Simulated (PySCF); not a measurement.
**Orbital picture of NaHg**

PBE0 at R = 3.507 Å; Na def2-SVPD, Hg def2-SVPD with ECP60; scalar-relativistic core potentials (PySCF 2.14). State: ²Σ⁺ (doublet), unpaired electrons σ ↑. Only the outer orbitals are listed, counted within each symmetry, core potentials removing the inner ones.

| spin | orbital | occ. | ε (eV) | on Na (%) | main shells (%) |
| --- | --- | --- | --- | --- | --- |
| α | 6σ | 1 | -11.82 | 0 | 100 Hg d |
| α | 3π | 1 | -11.79 | 0 | 100 Hg d |
| α | 3π | 1 | -11.79 | 0 | 100 Hg d |
| α | 1δ | 1 | -11.78 | 0 | 100 Hg d |
| α | 1δ | 1 | -11.78 | 0 | 100 Hg d |
| α | 7σ | 1 | -7.77 | 5 | 95 Hg s |
| α | 8σ | 1 | -3.46 | 89 | 88 Na s, 9 Hg p |
| α | 4π | 0 | -0.85 | 70 | 69 Na p, 30 Hg p |
| α | 4π | 0 | -0.85 | 70 | 69 Na p, 30 Hg p |
| α | 9σ | 0 | -0.71 | 61 | 56 Na p, 39 Hg p |
| β | 6σ | 1 | -11.78 | 0 | 100 Hg d |
| β | 1δ | 1 | -11.78 | 0 | 100 Hg d |
| β | 1δ | 1 | -11.78 | 0 | 100 Hg d |
| β | 3π | 1 | -11.77 | 0 | 100 Hg d |
| β | 3π | 1 | -11.77 | 0 | 100 Hg d |
| β | 7σ | 1 | -7.63 | 3 | 97 Hg s |
| β | 8σ | 0 | -1.48 | 75 | 73 Na s, 25 Hg p |
| β | 4π | 0 | -0.42 | 34 | 66 Hg p, 34 Na p |
| β | 4π | 0 | -0.42 | 34 | 66 Hg p, 34 Na p |

**Question.** Which are the highest filled and the lowest empty level, where do they sit, and how wide is the gap?

**Answer.** Highest filled α 8σ at -3.46 eV (in %: 88 Na s, 9 Hg p); lowest empty β 8σ at -1.48 eV (in %: 73 Na s, 25 Hg p); the gap at PBE0 is 1.98 eV.

```
bond order (Mayer)                               : 0.25
⟨S²⟩                                             : 0.751
charge on Na (Mulliken, basis-dependent)         : 0.02
charge on Na (Löwdin, basis-dependent)           : -0.12
dipole moment (positive dipole means Na(−)Hg(+)) : -0.17 D
polarisability along the bond                    : 290.5 bohr³
polarisability across the bond                   : 177.0 bohr³
```

Spin–orbit coupling is left out. The state is the lowest determinant that a PBE0 search found; another state may lie lower at other levels.
